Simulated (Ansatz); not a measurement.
An input meant for Li2Si4 (charge 0, singlet; atoms displaced at random, 0.08 Å in each coordinate).

```yaml
crystal:
  periodic: [false, false, false]
  atoms:
    - {symbol: Li, position_ang: [-1.435298, 1.262242, 1.218533]}
    - {symbol: Li, position_ang: [2.124282, -1.322624, 1.129616]}
    - {symbol: Si, position_ang: [0.211527, 0.973803, -1.858353]}
    - {symbol: Si, position_ang: [-0.142179, -1.462481, 0.006114]}
    - {symbol: Si, position_ang: [0.998692, 0.706857, 0.279706]}
    - {symbol: Si, position_ang: [-1.588488, -0.085154, -0.876505]}
basis:
  gaussian: {orbitals: ANO-RCC-VTZP}
hamiltonian: {xc: {name: HSE06}}
correlation: {method: rpa}
scf: {max_iter: 3}
```

```sh
$ ansatz run in.yaml --threads 4 --pin off --events-out ev --progress --plain --max-ram 3916MiB
```

Shortened log:

```
Error: invalid value for `basis.gaussian`: such a run doesn't read scf.max_iter; remove what it names
```

(1) Something in this input is off. What?

Results:

(1) The input holds a key that doesn't belong there. The input was rejected before any iteration.
